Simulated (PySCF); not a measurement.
Interval between two levels of Te by level of theory

Te [Kr] 4d10 5s2 5p4 [3P2, M_J = 2] → Te [Kr] 4d10 5s1 5p4 5d1 [5F5, M_J = 5], as a difference of total energies. Calculation: PySCF 2.14, in x2c-TZVPall-2c with one added diffuse shell each of s, p, d, f type (9s10p6d3f, 90 functions); the two-component X2C-1e Hamiltonian. Correlated levels: [Ar] 3d10 frozen; the 6 highest virtual spinors dropped. "Screened" scales the spin-orbit matrix elements by Boettger's factors to mimic the two-electron term; Breit and QED terms are absent.

```json
{"method": "GHF (spin-free)", "interval between two levels (cm⁻¹)": "124040"}
{"method": "GMP2 (spin-free)", "interval between two levels (cm⁻¹)": "130990"}
{"method": "GHF (screened spin-orbit)", "interval between two levels (cm⁻¹)": "124280"}
{"method": "GMP2 (screened spin-orbit)", "interval between two levels (cm⁻¹)": "130990"}
```

The labels give the starting determinants; with spin-orbit coupling the two ends relaxed to ⟨J²⟩ = 6.03, ⟨L²⟩ = 2.29, ⟨S²⟩ = 1.90 and ⟨J²⟩ = 30.02, ⟨L²⟩ = 12.13, ⟨S²⟩ = 5.98.

The promoted electron is Rydberg-like, and one or two diffuse shells describe it only roughly, which tends to raise the upper state.
